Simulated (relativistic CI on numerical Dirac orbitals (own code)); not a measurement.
How well does a small relativistic CI reproduce Tl III?

Calculated at this level of theory: Dirac-Coulomb-Breit CI, orbitals from a KLI potential per configuration, a model potential for QED, valence Slater integrals scaled by 0.85, P86 correlation energy added to each configuration (own radial code, finite nucleus).

Configuration list (outside the closed core [Xe] 4f14): 5d¹⁰6s, 5d¹⁰6p, 5d⁹6s², 5d¹⁰6d, 5d¹⁰7s, 5d⁹6s6p, 5d¹⁰7p, 5d⁹6s5f, 5d¹⁰5f, 5d¹⁰8s, 5d¹⁰7d, 5d¹⁰8p, 5d¹⁰6f. Double excitations out of closed p, d and f shells are left out; levels of such configurations are missing from the list, as are those of other unlisted configurations, and high levels can miss mixing partners.

| Configuration | Term (tabulated) | J | Measured (cm⁻¹) | Computed | Error | Purity (%) |
| --- | --- | --- | --- | --- | --- | --- |
| 5d¹⁰6s | 2S | 1/2 | 0.0 | 0 | 0 | 100 |
| 5d¹⁰6p | 2P° | 1/2 | 64157.0 | 61747 | -2410 | 99 |
| 5d¹⁰6p | 2P° | 3/2 | 78970.0 | 75432 | -3538 | 99 |
| 5d¹⁰7s | 2S | 1/2 | 139209.0 | 132339 | -6870 | 100 |
| 5d¹⁰6d | 2D | 3/2 | 145355.0 | 138531 | -6824 | 100 |
| 5d¹⁰6d | 2D | 5/2 | 146669.0 | 139620 | -7049 | 100 |
| 5d¹⁰7d | 2D | 3/2 | 186356.0 | 178834 | -7522 | 100 |
| 5d¹⁰7d | 2D | 5/2 | 186948.0 | 179322 | -7626 | 100 |

Measured levels from Moore, Atomic Energy Levels, vol. III, NSRDS-NBS 35 (1971 reprint of NBS Circular 467, 1958); pairs were made by configuration, J and term (by order where the table uses no LS term), so strongly mixed levels may be paired wrongly. The analysis dates from before 1960.

Mean error by configuration (cm⁻¹): 5d¹⁰6p -2974; 5d¹⁰7s -6870; 5d¹⁰6d -6936; 5d¹⁰7d -7574. Over the excited levels the mean absolute error is 5977 cm⁻¹ (7 of the 7 excited levels that our extract of the source holds in range could be paired), and the median relative error of those above 1,000 cm⁻¹ is 4.5 %.
